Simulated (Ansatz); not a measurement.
Si₂F₃⁻ was relaxed with PBE-D4 (def2-SVPD) in Ansatz in these states: charge -1 quintet, charge -1 singlet, charge -1 triplet. The geometries follow in no particular order.

A:

```tsv
atom	x (Å)	y (Å)	z (Å)
Si1	-0.3169	0.6936	-0.4078
Si2	0.3919	-1.3800	0.7601
F3	0.4614	2.0007	0.3918
F4	-1.1599	-2.0916	1.0995
F5	0.6235	0.7773	-1.8436
```

B:

```xyz
5

Si   -0.329   -0.895   -0.214
Si    0.003    1.344    0.416
F     0.069   -1.351   -1.813
F    -0.177    3.039    0.930
F     0.434   -2.137    0.681
```

C:

```csv
atom,x (Å),y (Å),z (Å)
Si1,0.5224,0.0560,-0.2921
Si2,-1.4610,-0.9468,0.1201
F3,1.4540,1.3710,0.2599
F4,-2.0808,0.0612,1.4071
F5,1.5654,-0.5414,-1.4950
```

Question: Judge from the bond lengths which geometry belongs to which state (an estimate).

Answer: A is the charge -1 triplet (Si1–Si2 2.483 Å, Si2–F4 1.741 Å, Si1–F5 1.718 Å); B is the charge -1 quintet (Si1–Si2 2.350 Å, Si2–F4 1.780 Å, Si1–F5 1.711 Å); C is the charge -1 singlet (Si1–Si2 2.260 Å, Si2–F4 1.748 Å, Si1–F5 1.700 Å).

At PBE-D4/def2-SVPD the highest occupied level of the charge -1 triplet lies above zero (up to 0.59 eV). It is a level of α spin, whose loss leaves a doublet; that state wasn't run at this geometry and level. The electron is either unbound and held by the finite basis, or the level is raised by self-interaction error. At PBE-D4/def2-SVPD the highest occupied level of the charge -1 quintet lies above zero (up to 0.87 eV). It is a level of α spin, whose loss leaves a quartet; that state wasn't run at this geometry and level. The electron is either unbound and held by the finite basis, or the level is raised by self-interaction error. At PBE-D4/def2-SVPD the highest occupied level of the charge -1 singlet lies above zero (up to 0.58 eV). By energy differences its removal costs 2.23 eV (vertical, to the charge 0 doublet, at PBE0-D4/def2-TZVPD). At PBE0-D4/def2-TZVPD a singlet lies 0.14 eV below the charge -1 triplet. At PBE0-D4/def2-TZVPD a singlet lies 2.72 eV below the charge -1 quintet. These are the stationary points nearest to one start from a short search; other shapes may lie lower in each state.
